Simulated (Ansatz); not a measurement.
This geometry of CH$_{8}$AlISi$_{2}$ (13 atoms, charge 0, multiplicity 1) is a first-order saddle point.

Level of theory: RKS B3LYP-D4/def2-SVP (Ansatz).

```xyz
13
Properties=species:S:1:pos:R:3
Al -1.212 1.949 1.328
C -0.889 0.881 -0.289
Si 0.814 0.067 -0.268
Si 0.721 -2.273 -0.453
I 2.199 0.902 -2.168
H -1.460 1.187 2.697
H -1.187 3.532 1.267
H -1.640 0.074 -0.368
H -0.975 1.502 -1.195
H 1.593 0.459 0.950
H 2.088 -2.865 -0.398
H 0.073 -2.618 -1.751
H -0.104 -2.832 0.662
```

Problem. Which two structures does it join? (They come from a converged band through this point; their orientation in space is the band's.)

Solution. No bond is made or broken. The dihedral H8–C2–Si3–Si4 goes from 119 to -61°.

First end point:

```xyz
13
Properties=species:S:1:pos:R:3
Al -0.921 2.323 0.078
C -0.841 0.520 0.954
Si 0.749 -0.251 0.390
Si 0.637 -2.284 -0.778
I 1.561 1.426 -1.396
H -0.334 3.552 0.888
H -1.932 2.508 -1.129
H -0.848 0.606 2.053
H -1.702 -0.092 0.637
H 1.845 -0.210 1.397
H 1.963 -2.606 -1.377
H -0.386 -2.147 -1.854
H 0.230 -3.379 0.153
```

Last end point:

```xyz
13
Properties=species:S:1:pos:R:3
Al -1.735 1.187 1.027
C -0.149 1.425 -0.115
Si 1.163 0.097 0.021
Si 0.343 -2.018 -0.593
I 3.095 0.577 -1.490
H -3.020 0.476 0.431
H -1.707 1.708 2.524
H -0.471 1.471 -1.171
H 0.329 2.389 0.140
H 1.726 0.058 1.402
H 1.401 -3.061 -0.464
H -0.151 -1.969 -1.999
H -0.804 -2.374 0.302
```

Problem. How far does it lie above each of them?

Solution. 0.262 eV above the first and 0.071 eV above the second. This is the barrier of this one path; another mechanism may lie lower.

Run time: 12 min on 2 threads of Arm Neoverse V1, on a shared host, peak memory 0.39 GiB.
